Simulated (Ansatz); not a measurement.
Consider the ligand exchange at a Zn–Br bond: `C[S][Zn][Br]` + H₂S → `C[S][Zn][SH]` + HBr.

Computed with Ansatz on PBE0-D4/def2-TZVP structures; ΔE is electronic, products minus reactants. CCSD(T)/CBS adds triple-zeta CCSD(T) − MP2 to the extrapolated MP2 energy (def2 sets, frozen cores). This one scheme is used for every species. DFT in def2-TZVPP. For Br, Zn outer-core shells are correlated without core-valence functions, which leaves a few kJ/mol of doubt a bond. Scalar relativity is left out up to krypton. One conformer a species, not always the lowest.

| level | ΔE (eV) |
| --- | --- |
| RPA@PBE/def2-TZVPP | 0.52 |
| CCSD(T)/def2-SVP | 0.66 |
| MP2/def2-QZVPP | 0.55 |
| SCS-MP2/def2-QZVPP | 0.58 |

Q: What does CCSD(T)/CBS give? (An estimate is asked.)

A: Ansatz gave: +0.58 eV. The listed levels differ from it by -0.06, 0.08, -0.03, 0.00 eV.

Largest T1 diagnostic among the species: 0.014.

Leaving LDA and LC-ωPBE aside and taking each functional with its dispersion term where it has one, the values, not all of them listed here, spread over 0.16 eV, from revPBE-D4 to BHLYP-D4. LDA lies −0.05 eV from PBE without D4. In def2-TZVPP, CCSD(T) changes the Hartree–Fock value by −0.22 eV (the triples alone add −0.03 eV) and MP2 by −0.24 eV. At CCSD(T), def2-SVP lies +0.09 eV from the extrapolated value and def2-TZVPP −0.03 eV.
